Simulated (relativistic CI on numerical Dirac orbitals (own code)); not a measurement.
**Fe2+ in a cubic cluster: 2p photoemission with charge transfer**

Computed with a charge-transfer multiplet model of a cubic metal-ligand cluster with up to 2 ligand holes, Slater and spin-orbit integrals from Dirac-Coulomb-Breit ions, Slater integrals scaled by 0.9. The ground state mixes d6 with configurations of k ligand holes L, whose averages lie at kΔ + k(k − 1)U_dd/2; a core hole lowers each added d electron by U_cd. 300 K, Lorentzian 0.6 eV and Gaussian 0.8 eV FWHM.

Atomic integrals in eV (Slater integrals scaled, ζ unscaled), ground: F2dd 9.813, F4dd 6.093, zeta_d 0.049; with the core hole: F2dd 11.484, F4dd 7.183, zeta_d 0.075, zeta_core 8.130, F2cd 6.732, G1cd 5.078, G3cd 2.886.

Cluster parameters (eV): Δ = 6.6, U_dd = 7.5, 10Dq = 0.9, 10Dq(ligand) = 0.8, V(eg) = 2.95, V(t2g) = -1.61, final-state hopping factor = 1.

```tsv
Case	n_d	d6	d7L	d8L2	S
U_cd = 7.5 eV	6.21	0.80	0.19	0.01	2.00
U_cd = 8.1 eV	6.21	0.80	0.19	0.01	2.00
U_cd = 8.7 eV	6.21	0.80	0.19	0.01	2.00
```

Weights, n_d and S are thermal averages at 300 K. Binding energies count from the first peak over 30 % of the highest in each spectrum, which can be another peak from case to case. The parameters are a model scan and need not match a compound or its usual spin state. Peaks in eV (height, largest 100):
- U_cd = 7.5 eV: 0.0 (100), 8.9 (19), 14.4 (53), 22.4 (9)
- U_cd = 8.1 eV: 0.0 (100), 8.8 (22), 14.3 (54), 22.5 (11)
- U_cd = 8.7 eV: 0.0 (100), 8.8 (26), 14.2 (55), 23.1 (13)

Curve for U_cd = 7.5 eV (points under 2 left out, the grid thinned):

```json
{"E (eV)": "-3.5", "Intensity": "2.1"}
{"E (eV)": "-2.8", "Intensity": "3.1"}
{"E (eV)": "-2.1", "Intensity": "5.2"}
{"E (eV)": "-1.5", "Intensity": "10.5"}
{"E (eV)": "-0.8", "Intensity": "39.9"}
{"E (eV)": "-0.1", "Intensity": "98.1"}
{"E (eV)": "0.6", "Intensity": "83.9"}
{"E (eV)": "1.3", "Intensity": "73.9"}
{"E (eV)": "2.0", "Intensity": "58.8"}
{"E (eV)": "2.6", "Intensity": "47.9"}
{"E (eV)": "3.3", "Intensity": "33.0"}
{"E (eV)": "4.0", "Intensity": "25.1"}
{"E (eV)": "4.7", "Intensity": "21.4"}
{"E (eV)": "5.4", "Intensity": "19.8"}
{"E (eV)": "6.0", "Intensity": "16.4"}
{"E (eV)": "6.7", "Intensity": "14.1"}
{"E (eV)": "7.4", "Intensity": "13.7"}
{"E (eV)": "8.1", "Intensity": "15.7"}
{"E (eV)": "8.8", "Intensity": "18.7"}
{"E (eV)": "9.5", "Intensity": "17.2"}
{"E (eV)": "10.1", "Intensity": "15.4"}
{"E (eV)": "10.8", "Intensity": "12.2"}
{"E (eV)": "11.5", "Intensity": "11.1"}
{"E (eV)": "12.2", "Intensity": "13.4"}
{"E (eV)": "12.9", "Intensity": "23.7"}
{"E (eV)": "13.5", "Intensity": "40.6"}
{"E (eV)": "14.2", "Intensity": "52.7"}
{"E (eV)": "14.9", "Intensity": "50.1"}
{"E (eV)": "15.6", "Intensity": "36.9"}
{"E (eV)": "16.3", "Intensity": "25.3"}
{"E (eV)": "17.0", "Intensity": "14.4"}
{"E (eV)": "17.6", "Intensity": "9.2"}
{"E (eV)": "18.3", "Intensity": "6.5"}
{"E (eV)": "19.0", "Intensity": "5.2"}
{"E (eV)": "19.7", "Intensity": "4.8"}
{"E (eV)": "20.4", "Intensity": "4.9"}
{"E (eV)": "21.0", "Intensity": "5.2"}
{"E (eV)": "21.7", "Intensity": "7.1"}
{"E (eV)": "22.4", "Intensity": "9.1"}
{"E (eV)": "23.1", "Intensity": "8.0"}
{"E (eV)": "23.8", "Intensity": "7.2"}
{"E (eV)": "24.5", "Intensity": "6.0"}
{"E (eV)": "25.1", "Intensity": "4.9"}
{"E (eV)": "25.8", "Intensity": "3.3"}
{"E (eV)": "26.5", "Intensity": "2.0"}
```

For the case U_cd = 8.7 eV, Δ = 6.6 eV is smaller than U_dd = 7.5 eV, the charge-transfer side of the Zaanen-Sawatzky-Allen scheme. With the core hole the configuration with one ligand hole lies at Δ − U_cd = -0.9, -1.5, -2.1 eV from the one without, in the order of the table; where this is negative the screened configuration lies lower, though the effective hopping of about 4.6 eV (from the holes of the mixed ground state) mixes the two strongly wherever it is as large as the gap.
